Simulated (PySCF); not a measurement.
C3H4O2Si, SMILES C1=C[SiH2]OC1=O. Heavy atoms are numbered as in [O:1]=[C:2]1[CH:3]=[CH:4][SiH2:5][O:6]1. Hydrogens are named by the atom that carries them.

The structure is a stationary point at PBE0-D3(BJ)/def2-SVP. This is a generated structure with no PubChem entry under its InChIKey; it may be hypothetical.

Calculation: PySCF with PBE/def2-TZVP.

ESP charges are fitted to the potential on shells at 1.4 to 2.0 van der Waals radii. Atomic charges (e), one atom of each kind:

| atom | ESP fit | IAO | Löwdin | Mulliken |
|---|---|---|---|---|
| O1 | -0.48 | ___ | 0.17 | -0.22 |
| C2 | 0.67 | 0.48 | -0.51 | 0.24 |
| C3 (CH) | -0.21 | -0.18 | -0.13 | -0.20 |
| C4 (CH) | -0.31 | ___ | -0.22 | -0.16 |
| Si5 (SiH2) | 0.46 | ___ | 0.27 | 0.34 |
| O6 | -0.38 | -0.56 | 0.18 | -0.24 |
| H on C3 | 0.16 | 0.17 | 0.15 | 0.13 |
| H on C4 | 0.18 | ___ | 0.14 | 0.13 |
| H on Si5 | -0.05 | -0.11 | -0.02 | -0.01 |

Q: Complete the blanks. (An estimate is asked for; the answer gives what the named calculation found.)

A: 
- O1, IAO: -0.40
- C4 (CH), IAO: -0.42
- Si5 (SiH2), IAO: 0.96
- H on C4, IAO: 0.17

Computed Mayer and Wiberg (Löwdin basis) orders of the bonds:
| bond | Mayer | Wiberg |
|---|---|---|
| O1–C2 | 2.12 | 2.71 |
| C2–C3 | 1.01 | 1.15 |
| C3–C4 | 1.84 | 2.02 |
| C4–Si5 | 0.98 | 1.10 |
| C2–O6 | 1.17 | 1.64 |
| Si5–O6 | 1.05 | 1.35 |
